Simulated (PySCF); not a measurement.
A small calculation by hand: oscillator strength and radiative lifetime

Te(I)(SiH3) (H₃ISiTe), SMILES [Te]([SiH3])I.

Coordinates come from a B3LYP-D3(BJ)/def2-SVP optimisation. The def2 effective core potentials stand for the cores of I, Te; spin–orbit coupling is left out.

TDDFT-PBE0/def2-SVPD (PySCF 2.14.0) puts the first singlet state with f over 0.02 at 5.92 eV (vertical), with the transition dipole (-0.156, 0.998, 0.000) in atomic units.

Task: Find the oscillator strength, the wavelength and the radiative lifetime that this transition would have in vacuum if emission retraced absorption.

Result: 
|μ|² = 1.0203 au, so |μ| = 2.57 D. ΔE = 5.92/27.211 = 0.2176 hartree. f = (2/3) ΔE |μ|² = 0.148 (the program prints 0.148).
λ = 1239.84/5.92 = 209 nm; ν = 47748 cm⁻¹.
Einstein's coefficient A = 0.6670 ν² f s⁻¹ (ν in cm⁻¹) = 2.3e8 s⁻¹, so τ = 1/A = 4.4 ns. This state is S9; the lower singlets have f = 0.001, 0.003, 0.001, 0.004, 0.012, 0.014, 0.008, 0.002. The figure is the radiative limit of this one transition; relaxation, internal conversion, crossing to triplets and a medium change what is measured.
